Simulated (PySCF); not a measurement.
Isomers of C4H12OSi3, mass 160.020 u with the commonest isotopes. Computed with PBE0/pcSseg-1 in PySCF (dipole) on a GFN2-xTB geometry, gas phase. One conformer each, none proved a minimum here; rigid rotors.

**Question.** Order these by rotational constant B, largest first.
A. `[O:1]=[CH:2][Si@@H:3]1[CH2:4][C@@H:5]([CH2:6][SiH3:7])[SiH2:8]1` with O1–C2–Si3–C4 -152°, C4–C5–C6–Si7 -61°, C2–Si3–C4–C5 -96°, Si3–C4–C5–C6 -143°, C4–C5–Si8–Si3 14°, C2–Si3–Si8–C5 97°
B. `[CH3:1][O:2][C:3]1=[CH:4][SiH2:5][C:6]1([SiH3:7])[SiH3:8]` with C1–O2–C3–C4 0°
C. `[CH2:1]=[C:2]([CH:3]=[O:4])[Si@H:5]([SiH3:6])[SiH2:7][CH3:8]` with C1–C2–C3–O4 179°, C1–C2–Si5–Si6 -120°, C2–Si5–Si7–C8 103°
D. `[CH2:1]=[CH:2][SiH2:3][C:4]([SiH3:5])([SiH3:6])[CH:7]=[O:8]` with C1–C2–Si3–C4 125°, C2–Si3–C4–Si5 62°, Si3–C4–C7–O8 1°

**Answer.** B (996.6 MHz), C (931.1 MHz), D (868.4 MHz), A (538.3 MHz).

**Question.** Order these by rotational constant C, largest first.
A. `[CH2:1]=[C:2]([CH:3]=[O:4])[Si@H:5]([SiH3:6])[SiH2:7][CH3:8]` with C1–C2–C3–O4 179°, C1–C2–Si5–Si6 -120°, C2–Si5–Si7–C8 103°
B. `[CH2:1]=[CH:2][SiH2:3][C:4]([SiH3:5])([SiH3:6])[CH:7]=[O:8]` with C1–C2–Si3–C4 125°, C2–Si3–C4–Si5 62°, Si3–C4–C7–O8 1°
C. `[O:1]=[CH:2][Si@@H:3]1[CH2:4][C@@H:5]([CH2:6][SiH3:7])[SiH2:8]1` with O1–C2–Si3–C4 -152°, C4–C5–C6–Si7 -61°, C2–Si3–C4–C5 -96°, Si3–C4–C5–C6 -143°, C4–C5–Si8–Si3 14°, C2–Si3–Si8–C5 97°
D. `[CH3:1][O:2][C:3]1=[CH:4][SiH2:5][C:6]1([SiH3:7])[SiH3:8]` with C1–O2–C3–C4 0°

**Answer.** D (894.0 MHz), B (813.7 MHz), A (765.1 MHz), C (472.3 MHz).

**Question.** Order these by radius of gyration √(Σ m r²/M), largest first.
A. `[CH3:1][O:2][C:3]1=[CH:4][SiH2:5][C:6]1([SiH3:7])[SiH3:8]` with C1–O2–C3–C4 0°
B. `[CH2:1]=[C:2]([CH:3]=[O:4])[Si@H:5]([SiH3:6])[SiH2:7][CH3:8]` with C1–C2–C3–O4 179°, C1–C2–Si5–Si6 -120°, C2–Si5–Si7–C8 103°
C. `[O:1]=[CH:2][Si@@H:3]1[CH2:4][C@@H:5]([CH2:6][SiH3:7])[SiH2:8]1` with O1–C2–Si3–C4 -152°, C4–C5–C6–Si7 -61°, C2–Si3–C4–C5 -96°, Si3–C4–C5–C6 -143°, C4–C5–Si8–Si3 14°, C2–Si3–Si8–C5 97°
D. `[CH2:1]=[CH:2][SiH2:3][C:4]([SiH3:5])([SiH3:6])[CH:7]=[O:8]` with C1–C2–Si3–C4 125°, C2–Si3–C4–Si5 62°, Si3–C4–C7–O8 1°

**Answer.** C (2.639 Å), B (2.250 Å), D (2.225 Å), A (2.142 Å).

| SMILES | point group | Ia (u·Å²) | Ib (u·Å²) | Ic (u·Å²) | κ | μa (D) | μb (D) | μc (D) |
| --- | --- | --- | --- | --- | --- | --- | --- | --- |
| C=C(C=O)[Si@H]([SiH3])[SiH2]C | C1 | 416.89 | 542.77 | 660.54 | -0.26 | 1.86 | 1.41 | 1.04 |
| COC1=C[SiH2]C1([SiH3])[SiH3] | Cs | 396.52 | 507.13 | 565.27 | -0.46 | 1.80 | 0.74 | 0.00 |
| O=C[Si@@H]1C[C@@H](C[SiH3])[SiH2]1 | C1 | 220.23 | 938.80 | 1069.95 | -0.93 | 2.52 | 0.86 | 0.00 |
| C=C[SiH2]C([SiH3])([SiH3])C=O | C1 | 380.70 | 581.95 | 621.06 | -0.79 | 0.11 | 2.62 | 0.05 |
